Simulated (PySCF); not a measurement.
SrSi⁻: one state, many levels of theory

State: ⁴Σ⁻ (quartet), unpaired electrons σ ↑, π ↑↑. Set-up: PySCF, scalar-relativistic core potentials, basis sets Sr def2-SVPD with ECP28, Si def2-SVPD. De refers to Sr + Si⁻ in their high-spin ground configurations, without counterpoise correction. The functionals are run spin-unrestricted. A positive dipole points towards Si; it is taken about the centre of mass and depends on that origin. Levels whose curve was spin-contaminated or gave no clean fit are not listed.

```
      Level  Re (Å)  ωe (cm⁻¹)  De (eV)  μ (D)  CPU s a point (SCF and correlation, without the integrals)
        UHF   3.301        152      n/a  -0.45                                                        0.18
   UHF-CCSD   3.171        175      n/a    n/a                                                         n/a
UHF-CCSD(T)   3.159        178      n/a    n/a                                                         7.2
        LDA   3.009        202      n/a  -2.60                                                        0.47
        PBE   3.082        185      n/a  -2.16                                                        0.73
       BLYP   3.118        177      n/a  -2.62                                                        0.42
     r²SCAN   3.102        183      n/a  -1.55                                                         1.1
       PBE0   3.108        180      n/a  -1.59                                                         1.5
        M06   3.067        191      n/a  -2.58                                                           1
  CAM-B3LYP   3.143        173      n/a  -1.80                                                         1.1
```

Task: What does the triples do here, going from UHF-CCSD to UHF-CCSD(T)?

Result: UHF-CCSD(T) less UHF-CCSD: -1.2 pm in Re, +1.7 % in ωe. Correlation nearly always deepens the well. The bond shortens, as in weak, metallic or heavy-atom bonds, where dispersion and the correlation of outer-core electrons pull the atoms together.

Task: What does all correlation do here, going from UHF to UHF-CCSD(T)?

Result: UHF-CCSD(T) less UHF: -14.2 pm in Re, +17.1 % in ωe. Correlation nearly always deepens the well. The bond shortens, as in weak, metallic or heavy-atom bonds, where dispersion and the correlation of outer-core electrons pull the atoms together.

Correlated steps freeze 5 core orbitals. Spin–orbit coupling is left out. The highest Kohn–Sham level is positive in this anion. Much of that is self-interaction error, but it also means that the finite basis helps to hold the extra electron. The state was picked by a PBE0 search and need not be the measured ground state.

The whole job (state search and all levels along the bond) took about 3 min on 1 thread of Arm Neoverse V1 (shared host), peak memory 0.6 GiB.
